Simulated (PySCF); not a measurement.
SMILES [O](CC)[Al]([O]CC)[OH], GFN2-xTB optimised geometry.

```
19

Al    -0.84     0.81     0.00
O     -1.73     2.21     0.00
H     -2.66     2.41     0.00
O     -1.67    -0.63     0.00
C     -1.60    -2.02     0.00
C     -0.17    -2.53    -0.03
H     -2.11    -2.39     0.90
H     -2.14    -2.39    -0.88
H      0.36    -2.16     0.84
H     -0.15    -3.62    -0.03
H      0.33    -2.16    -0.92
O      0.82     0.81     0.00
C      2.00     1.56     0.00
C      1.72     3.06     0.00
H      2.58     1.29     0.89
H      2.58     1.29    -0.89
H      1.14     3.32     0.88
H      2.66     3.62     0.00
H      1.14     3.32    -0.88
```

Density from PySCF 2.14.0 with CAM-B3LYP/def2-SVP at that geometry.

Minimum of the electron density along straight lines between bonded atoms, close to the bond critical point (lines longer than 1.1 times the sum of covalent radii, or with two minima, are not listed):

```tsv
bond	length / Å	ρ at the minimum / e bohr⁻³	∇²ρ there / e bohr⁻⁵	position (fraction from the first atom)
Al1–O2	1.661	0.107	1.02	0.43
O2–H3	0.948	0.357	___	0.82
Al1–O4	1.662	0.104	1.00	0.43
O4–C5	1.396	0.258	___	0.66
C5–C6	1.521	0.253	-0.61	0.51
C5–H7	1.098	0.281	-1.06	0.63
C5–H8	1.098	0.281	-1.06	0.63
C6–H9	1.087	0.277	-1.03	0.63
C6–H10	1.087	0.276	-1.02	0.63
C6–H11	1.087	0.277	-1.03	0.63
Al1–O12	1.661	0.104	1.01	0.43
O12–C13	1.397	0.257	___	0.66
C13–C14	1.521	0.253	-0.61	0.51
C13–H15	1.098	0.281	-1.06	0.63
C13–H16	1.098	0.281	-1.06	0.63
C14–H17	1.087	0.277	-1.03	0.63
C14–H18	1.087	0.276	-1.02	0.63
C14–H19	1.087	0.277	-1.03	0.63
```

Complete the blanks.


- O2–H3, ∇²ρ there / e bohr⁻⁵: -2.55
- O4–C5, ∇²ρ there / e bohr⁻⁵: -0.32
- O12–C13, ∇²ρ there / e bohr⁻⁵: -0.30
